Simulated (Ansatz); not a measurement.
Born–Oppenheimer molecular dynamics of AlClH$_{2}$O$_{2}$ (6 atoms, charge 0, multiplicity 1). It goes on from the last frame of an earlier run, with new velocities.

All numbers below come from RKS PBE-D4/def2-SVP in Ansatz 0.2.0.

```json
{
  "ensemble": "NVT, Nosé–Hoover chain",
  "time step": "0.5 fs",
  "steps asked": "100",
  "set temperature": "1500 K",
  "thermostat": "time constant 100 fs, chain length 3 (defaults)",
  "temperature schedule": "25 steps to 1500 K, then 75 steps to 3000 K",
  "seed": "295209"
}
```

First frame:

```xyz
6
Properties=species:S:1:pos:R:3
Al -0.018 -0.218 0.086
Cl -0.083 0.098 2.178
O 1.605 -0.282 -0.454
H 2.042 -0.642 -1.235
O -1.391 -0.488 -0.955
H -1.475 -0.406 -1.947
```

Task: How far do the bonds stretch over the last three quarters of this one trajectory? (Pairs bonded in most of those frames.)

Result: 
| bond | mean (Å) | spread (Å) | shortest | longest |
| --- | --- | --- | --- | --- |
| Al1–Cl2 | 2.081 | 0.095 | 1.98 | 2.27 |
| Al1–O3 | 1.735 | 0.072 | 1.60 | 1.84 |
| Al1–O5 | 1.737 | 0.074 | 1.64 | 1.84 |
| O3–H4 | 0.972 | 0.028 | 0.93 | 1.01 |
| O5–H6 | 0.984 | 0.058 | 0.89 | 1.06 |

Mean temperature of the second half: 884 K. The conserved energy stayed within 1.1 meV per atom of its start (net change 0.51 meV per atom), so the integration is sound. The schedule's set-point averaged 2500 K over the second half and the system 884 K, so it lags behind the ramp. A run of 0.05 ps of so small a system gives no equilibrium averages.

The run took 2.5 min on 1 thread of Arm Neoverse V2, on a shared host, peak memory 0.12 GiB.
